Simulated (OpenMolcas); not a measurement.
Computed levels of 5d6 in ions with 74 electrons, in cm-1 above 5D4.

```yaml
Program: OpenMolcas
Method: MS-CASPT2, IPEA 0.25 Eh, imaginary shift 0.1 Eh
Basis: ANO-RCC-VQZP
Scalar_Hamiltonian: DKH2, point nucleus
Spin-orbit_coupling: state interaction with AMFI integrals over the reference wave functions, term energies averaged over their components
```

Active space for each ion: 6 electrons in 5 orbitals (5d); closed shells correlated by CASPT2: 5s 5p.

```csv
Level,Os2+,Pt4+,Au5+
5D3,4700,7640,9480
5D1,7190,11050,13340
5D0,7480,11160,13170
3G5,16560,21690,24420
3H6,16930,22160,24990
3F2(1),20080,26550,30010
1S0(1),22290,31150,35820
3D1,23890,32430,36800
3G4,24840,33760,38500
```

Task: Estimate 5D0, 3G5, 3H6 for Ir3+ from its neighbours Os2+ and Pt4+.

Result: 5D0 is fine structure, which grows about as the fourth power of a screened charge, so the fourth roots are averaged: ((7480^0.25 + 11160^0.25) / 2)^4 = 9182. The calculation gives 9270, so the estimate is off by -0.9 %.
3G5 is another term, which grows about linearly with the charge: (16560 + 21690) / 2 = 19125. The calculation gives 19090, so the estimate is off by +0.2 %.
3H6 is another term, which grows about linearly with the charge: (16930 + 22160) / 2 = 19545. The calculation gives 19510, so the estimate is off by +0.2 %.

Mixed levels, with the weight of the term that names them: Os2+ 3G5 (50 %), Os2+ 3F2(1) (75 %), Os2+ 1S0(1) (61 %), Os2+ 3D1 (72 %), Os2+ 3G4 (65 %), Ir3+ 3G5 (51 %), Ir3+ 3F2(1) (71 %), Ir3+ 1S0(1) (60 %), Ir3+ 3D1 (72 %), Ir3+ 3G4 (62 %), Pt4+ 5D0 (74 %), Pt4+ 3G5 (52 %), Pt4+ 3F2(1) (66 %), Pt4+ 1S0(1) (60 %), Pt4+ 3D1 (71 %), Pt4+ 3G4 (58 %), Au5+ 5D0 (69 %), Au5+ 3G5 (53 %), Au5+ 3F2(1) (60 %), Au5+ 1S0(1) (59 %), Au5+ 3D1 (70 %), Au5+ 3G4 (52 %).

CASPT2 does not keep the components of a term degenerate, so their means are used; among the terms shown or strongly mixed into the levels shown the widest spread is 1500 cm-1 (5d6 1I, Pt4+). The CASPT2 spread within a term exceeds the gap to the next term for 5d6 1G(1) and 5d6 1I, so the order of their levels is uncertain (figures for Os2+; the like holds for Ir3+, Pt4+, Au5+). Configurations with an s electron lie low in 5d ions of this charge, fall among these levels and mix in, so low-spin terms can stand far too high, up to twice their true height, and weights are not those of the real levels (holds for Os2+). Only configurations of the active space appear.

A number in round brackets counts repeated terms of one configuration in the order of the reference energies.
